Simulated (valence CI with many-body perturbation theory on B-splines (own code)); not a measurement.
# E1 line list for Yb⁵⁶⁺

Level of theory: configuration interaction combined with many-body perturbation theory (CI+MBPT): four valence electrons over a frozen Dirac-Fock core [Ne], radial functions for each j: 11 s, 11 p, 10 d, 8 f, 5 g, 2 h, with the one-electron correlation potential Σ1 (screened to all orders), the two-electron term Σ2, the three-electron term Σ3, Breit, model QED; selected single and double excitations, second order for the rest, scaled by the run's own slope (own B-spline code, finite nucleus).

No measured spectrum was set against this ion. As an estimate, large intervals hold to a few tenths of a per cent, small ones and those within an open d or f shell to about a per cent. Among the levels kept, up to 550 cm⁻¹ of a level comes from second order outside the variational space, and about a tenth of that is noise between levels of different J, which matters for small intervals.

Lines 201 to 250 of 536 in falling wavelength, among levels below 11520 × 10³ cm⁻¹, chosen from the strongest by gf and those to the six lowest levels. Wavelengths and rates use the calculated energies. Electric multipoles are in the length gauge, E1 and E2 with the static RPA response of the core. Weak lines are less certain than strong ones. Lines between different terms over intervals too small for the method are left out, as are lines whose strength nearly cancels. The highest levels of a list are the least certain.

Levels are named by their leading jj configuration (3d3/2^4 stands for four electrons in 3d with j = 3/2), which in mixed levels can hold well under half, so a name can repeat and another be missing. Letters in brackets count levels of one name in rising energy.

| λ vac (Å) | Upper | Lower | A (s⁻¹) | S (a.u.) with core polarisation | S without |
| --- | --- | --- | --- | --- | --- |
| 41.03 | (3s 3p1/2 3d5/2^2) J=1 [a] | (3s 3p1/2 3p3/2 3d5/2) J=1 [a] | 1.49e+11 | 1.52e-02 | 1.54e-02 |
| 40.71 | (3s 3p1/2 3d3/2 3d5/2) J=3 [c] | (3s 3p1/2 3p3/2 3d3/2) J=3 [a] | 5.58e+10 | 1.30e-02 | 1.32e-02 |
| 40.57 | (3s 3p1/2 3d5/2^2) J=4 [a] | (3s 3p1/2 3p3/2 3d5/2) J=4 [a] | 1.26e+11 | 3.75e-02 | 3.80e-02 |
| 39.83 | (3s 3p1/2 3p3/2 3d5/2) J=3 [c] | (3s 3p1/2 3p3/2^2) J=2 [a] | 1.33e+11 | 2.90e-02 | 2.94e-02 |
| 39.69 | (3s 3p1/2 3p3/2 3d5/2) J=3 [d] | (3s 3p1/2 3p3/2^2) J=3 | 4.99e+10 | 1.08e-02 | 1.09e-02 |
| 35.70 | (3s 3p3/2^2 3d3/2) J=4 | (3s^2 3p3/2 3d5/2) J=3 | 4.60e+10 | 9.30e-03 | 9.44e-03 |
| 32.19 | (3s 3p3/2^2 3d5/2) J=4 [a] | (3s^2 3p3/2 3d5/2) J=3 | 2.39e+11 | 3.54e-02 | 3.59e-02 |
| 31.78 | (3p1/2 3p3/2^2 3d5/2) J=3 | (3s 3p1/2 3p3/2 3d5/2) J=2 [d] | 1.43e+11 | 1.59e-02 | 1.61e-02 |
| 31.35 | (3s 3p1/2 3p3/2 3d3/2) J=2 [a] | (3s^2 3p1/2 3d3/2) J=2 | 6.42e+09 | 4.88e-04 | 4.96e-04 |
| 31.22 | (3p1/2 3p3/2^2 3d5/2) J=3 | (3s 3p1/2 3p3/2 3d5/2) J=2 [c] | 1.36e+11 | 1.43e-02 | 1.45e-02 |
| 30.99 | (3s 3p3/2^2 3d5/2) J=0 | (3s^2 3p3/2 3d5/2) J=1 | 5.28e+11 | 7.76e-03 | 7.88e-03 |
| 30.72 | (3s 3p1/2 3p3/2^2) J=2 [a] | (3s^2 3p1/2 3p3/2) J=2 | 1.25e+10 | 8.95e-04 | 9.09e-04 |
| 30.72 | (3p1/2 3p3/2^2 3d5/2) J=4 [b] | (3s 3p1/2 3p3/2 3d5/2) J=3 [d] | 2.80e+11 | 3.61e-02 | 3.66e-02 |
| 30.64 | (3s 3p3/2^2 3d3/2) J=1 [a] | (3s^2 3p3/2 3d3/2) J=0 | 2.41e+11 | 1.03e-02 | 1.04e-02 |
| 30.62 | (3s 3p1/2 3p3/2 3d5/2) J=2 [a] | (3s^2 3p1/2 3d5/2) J=2 | 1.61e+11 | 1.14e-02 | 1.16e-02 |
| 30.57 | (3s 3p1/2 3p3/2 3d3/2) J=1 [a] | (3s^2 3p1/2 3d3/2) J=2 | 1.10e+10 | 4.65e-04 | 4.72e-04 |
| 30.56 | (3s 3p3/2^2 3d3/2) J=1 [a] | (3s^2 3p3/2 3d3/2) J=1 | 1.86e+11 | 7.85e-03 | 7.97e-03 |
| 30.54 | (3s 3p3/2^2 3d3/2) J=2 [a] | (3s^2 3p3/2 3d3/2) J=1 | 2.75e+11 | 1.93e-02 | 1.96e-02 |
| 30.48 | (3s 3p3/2^2 3d3/2) J=2 [a] | (3s^2 3p3/2 3d3/2) J=2 | 9.96e+10 | 6.96e-03 | 7.07e-03 |
| 30.46 | (3s 3p3/2^2 3d3/2) J=3 [a] | (3s^2 3p3/2 3d3/2) J=2 | 3.01e+11 | 2.94e-02 | 2.98e-02 |
| 30.20 | (3s 3p1/2 3p3/2 3d3/2) J=3 [a] | (3s^2 3p1/2 3d3/2) J=2 | 9.08e+09 | 8.64e-04 | 8.77e-04 |
| 30.17 | (3s 3p3/2^2 3d5/2) J=5 | (3s^2 3p3/2 3d5/2) J=4 | 3.49e+11 | 5.21e-02 | 5.29e-02 |
| 30.16 | (3p1/2 3p3/2^2 3d5/2) J=1 | (3s 3p1/2 3p3/2 3d5/2) J=2 [c] | 2.54e+11 | 1.03e-02 | 1.05e-02 |
| 30.07 | (3s 3p1/2 3p3/2^2) J=2 [a] | (3s^2 3p1/2 3p3/2) J=1 | 3.67e+11 | 2.46e-02 | 2.50e-02 |
| 30.01 | (3s 3p1/2 3p3/2 3d3/2) J=2 [b] | (3s^2 3p1/2 3d3/2) J=2 | 2.90e+10 | 1.93e-03 | 1.96e-03 |
| 29.97 | (3p1/2 3p3/2^2 3d5/2) J=4 [a] | (3s 3p1/2 3p3/2 3d5/2) J=3 [c] | 7.19e+11 | 8.59e-02 | 8.72e-02 |
| 29.89 | (3p1/2 3p3/2^2 3d3/2) J=1 [a] | (3s 3p1/2 3p3/2 3d3/2) J=1 [c] | 4.94e+11 | 1.95e-02 | 1.98e-02 |
| 29.79 | (3p1/2 3p3/2^2 3d5/2) J=3 | (3s 3p1/2 3p3/2 3d5/2) J=3 [c] | 2.33e+11 | 2.13e-02 | 2.16e-02 |
| 29.79 | (3p1/2 3p3/2^2 3d5/2) J=5 | (3s 3p1/2 3p3/2 3d5/2) J=4 [c] | 6.11e+11 | 8.77e-02 | 8.91e-02 |
| 29.78 | (3s 3p3/2^2 3d5/2) J=4 [a] | (3s^2 3p3/2 3d5/2) J=4 | 3.55e+11 | 4.16e-02 | 4.23e-02 |
| 29.69 | (3p1/2 3p3/2^2 3d3/2) J=1 [b] | (3s 3p1/2 3p3/2 3d3/2) J=0 [b] | 2.13e+11 | 8.24e-03 | 8.36e-03 |
| 29.63 | (3s 3p3/2^2 3d3/2) J=4 | (3s^2 3p3/2 3d3/2) J=3 | 7.19e+11 | 8.31e-02 | 8.44e-02 |
| 29.60 | (3p1/2 3p3/2^2 3d5/2) J=4 [b] | (3s 3p1/2 3p3/2 3d5/2) J=4 [c] | 1.86e+11 | 2.14e-02 | 2.17e-02 |
| 29.51 | (3s 3p1/2 3p3/2^2) J=3 | (3s^2 3p1/2 3p3/2) J=2 | 2.37e+11 | 2.11e-02 | 2.14e-02 |
| 29.49 | (3s 3p1/2 3p3/2 3d3/2) J=2 [a] | (3s 3p1/2^2 3p3/2) J=1 | 2.12e+11 | 1.34e-02 | 1.36e-02 |
| 29.49 | (3p1/2 3p3/2^2 3d3/2) J=0 | (3s 3p1/2 3p3/2 3d3/2) J=1 [c] | 1.21e+12 | 1.54e-02 | 1.56e-02 |
| 29.43 | (3p1/2 3p3/2^2 3d5/2) J=0 | (3s 3p1/2 3p3/2 3d5/2) J=1 [b] | 1.01e+12 | 1.27e-02 | 1.29e-02 |
| 29.40 | (3p1/2 3p3/2^2 3d3/2) J=3 [a] | (3s 3p1/2 3p3/2 3d3/2) J=3 [c] | 1.72e+11 | 1.51e-02 | 1.54e-02 |
| 29.35 | (3p1/2 3p3/2^2 3d3/2) J=3 [b] | (3s 3p1/2 3p3/2 3d3/2) J=2 [e] | 9.87e+11 | 8.62e-02 | 8.75e-02 |
| 29.32 | (3p1/2 3p3/2^2 3d3/2) J=1 [b] | (3s 3p1/2 3p3/2 3d3/2) J=1 [d] | 2.30e+11 | 8.60e-03 | 8.73e-03 |
| 29.30 | (3s 3p1/2 3p3/2 3d5/2) J=3 [b] | (3s^2 3p1/2 3d5/2) J=3 | 1.74e+11 | 1.51e-02 | 1.53e-02 |
| 29.28 | (3s 3p3/2^2 3d5/2) J=2 [a] | (3s^2 3p3/2 3d5/2) J=1 | 2.06e+11 | 1.28e-02 | 1.29e-02 |
| 29.21 | (3p1/2 3p3/2^2 3d3/2) J=2 [c] | (3s 3p1/2 3p3/2 3d3/2) J=1 [d] | 4.41e+11 | 2.71e-02 | 2.76e-02 |
| 29.19 | (3p1/2 3p3/2^2 3d5/2) J=4 [a] | (3s 3p1/2 3p3/2 3d5/2) J=4 [b] | 1.04e+11 | 1.14e-02 | 1.16e-02 |
| 29.15 | (3p1/2 3p3/2^2 3d3/2) J=3 [a] | (3s 3p1/2 3p3/2 3d3/2) J=2 [d] | 1.00e+11 | 8.58e-03 | 8.71e-03 |
| 29.11 | (3s 3p1/2 3p3/2 3d5/2) J=4 [b] | (3s^2 3p1/2 3d5/2) J=3 | 7.50e+10 | 8.21e-03 | 8.33e-03 |
| 29.10 | (3p1/2 3p3/2^2 3d3/2) J=2 [a] | (3s 3p1/2 3p3/2 3d3/2) J=2 [c] | 5.22e+11 | 3.18e-02 | 3.23e-02 |
| 29.08 | (3p1/2 3p3/2^2 3d3/2) J=4 | (3s 3p1/2 3p3/2 3d3/2) J=3 [c] | 8.33e+11 | 9.09e-02 | 9.23e-02 |
| 29.00 | (3p1/2 3p3/2^2 3d5/2) J=4 [a] | (3s 3p1/2 3p3/2 3d5/2) J=3 [b] | 1.61e+11 | 1.75e-02 | 1.77e-02 |
| 28.99 | (3s 3p1/2 3p3/2 3d5/2) J=2 [b] | (3s^2 3p1/2 3d5/2) J=3 | 1.96e+11 | 1.18e-02 | 1.20e-02 |
